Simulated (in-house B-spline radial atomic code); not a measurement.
A fraction x of an electron is removed from 5p in I⁺, starting from [Kr] 4d10 5s2 5p4 and keeping the highest spin. Method: scalar-relativistic (X2C) PBE, spin-polarised, spherical fractional occupations, Fermi nucleus of rms radius 4.75 fm. Calculated with a radial B-spline atomic code at the basis-set limit.

| x | E(x) - E(0) (eV) | 5p down level (eV) |
| --- | --- | --- |
| 0 | 0.0000 | -14.495 |
| 0.03 | 0.4385 | -14.739 |
| 0.21 | 3.2238 | -16.211 |
| 0.3 | 4.7162 | -16.955 |
| 0.41 | 6.6315 | -17.870 |
| 0.5 | 8.2736 | -18.623 |
| 0.56 | 9.4061 | -19.128 |
| 0.65 | 11.1618 | -19.888 |
| 0.79 | 14.0295 | -21.081 |
| 0.88 | 15.9615 | -21.852 |
| 1 | 18.6458 | - |

The exact functional would give a straight line between the two integer points. Deviations E(x) - E(0) - x[E(1) - E(0)], in eV: -0.121 at x = 0.03, -0.692 at x = 0.21, -0.878 at x = 0.3, -1.013 at x = 0.41, -1.049 at x = 0.5, -1.036 at x = 0.56, -0.958 at x = 0.65, -0.701 at x = 0.79, -0.447 at x = 0.88.

The curve lies below the straight line by up to 1.049 eV (at x = 0.5): convex, the delocalisation error that favours fractional charges.

Q: How well does Slater's transition state (minus the level at half occupation) give the ionisation energy?

A: It gives 18.623 eV against 18.646 eV from the two total energies; NIST lists 19.13 eV, ground level to ground level.
